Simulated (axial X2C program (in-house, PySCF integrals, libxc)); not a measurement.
## MoSi⁺ at several levels of theory

Computed with an in-house relativistic program for diatomic molecules. Spin-free means the one-electron spin-free X2C Hamiltonian; two-component (2c) means X2C with spin–orbit coupling and atomic mean-field two-electron Coulomb and Gaunt terms, so the difference of the two also holds small scalar two-electron terms. Basis: Mo dyall-cv3z [11s12p9d5f3g], Si dyall-v3z [8s7p2d1f] (cores contracted in-house); Gaussian nuclei, density fitting, unrestricted open shells. Masses: Mo 97.905 u, Si 27.977 u.

The run was started with this input:
```json
{"zs": [42, 14], "q": 1, "bas": ["dyall-cv3z", "dyall-v3z"], "levels": ["PBE0", "HF", "BLYP"], "cc": true, "r0": 2.54, "thr": -1.0, "nmax": 90, "npts": 10, "nst": 2, "ntry": 6}
```
```bash
python so2c.py task.json out
```

Keys: zs atomic numbers; q charge; bas basis sets; levels methods; cc coupled cluster on or off; r0 starting distance in Å; thr threshold in hartree for freezing inner shells (an s shell follows its p shell); nmax most natural virtual spinors; npts points on the curve; nst determinants followed; ntry starts of the search. HF also brings MP2.

State, spin-free: M_S = 5/2, Λ = 0 (beyond evenly filled blocks: σα, π+α, π-α, δ+α, δ-α); electrons by block: σα: 14, σβ: 13, π+α: 6, π+β: 5, π-α: 6, π-β: 5, δ+α: 2, δ+β: 1, δ-α: 2, δ-β: 1. Fragments: Mo+ + Si.

State, 2c: Ω = 5/2 (⟨Sz⟩ = 2.50, ⟨Lz⟩ = 0.00 at HF); electrons by block: 1/2: 19, -1/2: 19, 3/2: 7, -3/2: 7, 5/2: 2, -5/2: 1. Fragments: Mo+ + Si.

```tsv
Hamiltonian	level	Re (Å)	ωe (cm⁻¹)	ωexe (cm⁻¹)	Be (cm⁻¹)	αe (cm⁻¹)	De (eV)	D0 (eV)	k (mdyn/Å)	μ (D)
spin-free	PBE0	2.473	321.6	1.25	0.1266	0.000665	2.09	2.07	1.33	0.56
spin-free	HF	2.739	208.1	0.981	0.1033	0.00072	0.234	0.221	0.555	0.94
spin-free	MP2	2.479	291.7	1.68	0.1261	0.000821	1.48	1.46	1.09	n/a
spin-free	CCSD	2.518	299.0	1.66	0.1222	0.000756	1.62	1.60	1.15	n/a
spin-free	CCSD(T)	2.499	313.9	1.6	0.1241	0.000701	1.78	1.76	1.26	n/a
spin-free	BLYP	2.495	321.0	1.16	0.1245	0.000629	2.79	2.77	1.32	1.14
2c	HF	2.740	207.3	1.01	0.1032	0.000724	0.228	0.216	0.551	0.95
2c	MP2	2.479	290.8	1.69	0.1261	0.000821	1.48	1.46	1.08	n/a
2c	CCSD	2.518	298.1	1.67	0.1222	0.000758	1.62	1.60	1.14	n/a
2c	CCSD(T)	2.499	313.1	1.62	0.124	0.000703	1.78	1.76	1.26	n/a
```

Correlated methods: 9 electrons correlated (number of frozen shells: Mo 4 s, 3 p, 1 d; Si 2 s, 1 p), 265 virtual spin orbitals or spinors in MP2, 90 natural virtuals in coupled cluster.

Dipoles are positive if Si is the positive end and refer to the centre of mass.

One determinant describes the state; a PBE0 search over occupations chose it and may have missed a lower one. Dissociation energies refer to the lowest single-determinant-based atoms at the same level and basis. CCSD and (T) use frozen natural virtuals with an MP2 correction for the truncation; (T) itself is uncorrected, so its De runs slightly low. In 2c an atomic determinant is not the ground J level, so De misses part of the atomic spin–orbit lowering. This holds for MP2, CCSD, CCSD(T). Other states lie close and PBE0, whose exact exchange favours high spin, may order them wrongly; the determinant shown need not be the ground state. The nearest other spin-free determinant of the search, M_S = 3/2, Λ = 1, lies 0.30 eV up at the distance of the search. With several unpaired electrons one determinant need not be a pure state. At some level and bond length an empty orbital lies below a filled one. This is the top spin component of a Σ state; components of lower Ω are not single determinants and can lie lower. The determinant is spin-polarised beyond a pure state at some levels (its spin-free form has ⟨S²⟩ too high), which makes Re and μ there less reliable. The T1 diagnostic is large, a sign of multireference character. With the outer-core shells frozen, correlated bond lengths of heavy atoms tend to come out a few hundredths of an ångström too long.

No reliable constants came from BLYP (2c), PBE0 (2c): no minimum in range, unconverged points, a curve that is not smooth, a change of character along it, or the two Hamiltonians disagreeing along it.

Rough cost a point (2c) on 1 thread(s) of a shared host, integrals apart: HF 1 s, CCSD(T) 5 s.

The whole task took 2.6 min on 1 thread of Arm Neoverse V1, with other jobs on the host.
